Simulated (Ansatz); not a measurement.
Cost and result up the ladder for the cluster Al11 (11 atoms). Charge 0, multiplicity 2. Geometry: PBE-D4/def2-SVP.

```xyz
11

Al   -2.3528   -0.9628   -1.4718
Al    2.0163   -2.1029    0.9715
Al    0.4230   -1.0071    2.8859
Al   -0.5306    1.2842    2.0805
Al   -1.5430    1.5222   -2.1421
Al    0.1169   -0.5141   -2.5087
Al   -2.3586    1.0216    0.3426
Al    2.2413   -0.5061   -1.1115
Al    1.9727    0.6534    1.3014
Al    0.3837    1.5643   -0.5585
Al   -0.3689   -0.9526    0.2107
```

Ansatz on 6 threads of Intel Xeon on a shared host. Times are rough, and most runs start from the orbitals of an earlier one. PBE0-D4/def2-TZVP serves as the yardstick here, not as an exact answer. Differences are given only for rows in sets of like size (and for xTB, whose basis is part of the method), since another set adds its own error. Binding counts from free atoms at the same level (Al doublet; other spins of the atoms weren't run), without zero-point energy or a counterpoise term.

Another isomer (doublet) lies 0.26 eV lower at PBE0-D4/def2-TZVP; other spin states weren't run for this one.

Run but left out: HF/STO-3G, HF/def2-TZVP, MP2/def2-SVP (⟨S²⟩ 3.14 to 3.37, where a pure state has 0.75).

| level | functions | wall time | binding energy per atom (eV) | difference from PBE0-D4/def2-TZVP (eV) |
| --- | --- | --- | --- | --- |
| PBE-D4/def2-SVP | 198 | 8 s | 2.51 | – |
| PBE0-D4/def2-SVP | 198 | 16 s | 2.41 | – |
| PBE-D4/def2-TZVP (with forces) | 407 | 20 s | 2.51 | 0.09 |
| PBE0-D4/def2-TZVP | 407 | 85 s | 2.41 | 0.00 |
| r2SCAN-D4/def2-TZVP | 407 | 1.9 min | 2.51 | 0.09 |
